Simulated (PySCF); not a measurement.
C₂H₇NSi₂, SMILES N#CC[SiH2][SiH3].

Coordinates come from a B3LYP-D3(BJ)/def2-SVP optimisation. The structure was generated by enumeration, and PubChem lists no compound with its InChIKey, so it may never have been made. The values are those of a single conformer.

Two levels are set side by side: TDA-PBE/def2-SVPD (PySCF) and TDA-LC-ωPBE/def2-SVPD (PySCF). Vertical, same geometry. The lowest singlet is HOMO→LUMO 78 %, HOMO−1→LUMO 15 % with PBE and HOMO→LUMO 55 % with the other functional; states are paired by order. Differences are taken from unrounded values.

| quantity | TDA-PBE |
|---|---|
| lowest singlet excitation (eV) | 6.54 |
| lowest triplet excitation (TDA) (eV) | 5.86 |

These are the TDA-PBE values. What does TDA-LC-ωPBE give? (An estimate is asked for; the answer gives what the named calculation found.)


```json
[
 {"quantity": "lowest singlet excitation (eV)", "TDA-LC-ωPBE": "7.49", "TDA-PBE minus TDA-LC-ωPBE": "-0.95"},
 {"quantity": "lowest triplet excitation (TDA) (eV)", "TDA-LC-ωPBE": "6.16", "TDA-PBE minus TDA-LC-ωPBE": "-0.30"}
]
```

Functionals without exact exchange tend to place singlet excitations lower, as here. Differences between two approximate levels are no errors against the true value.

Rough cost on one machine, each run with all the roots and properties that it gave: TDA-LC-ωPBE against TDA-PBE about 3 times.
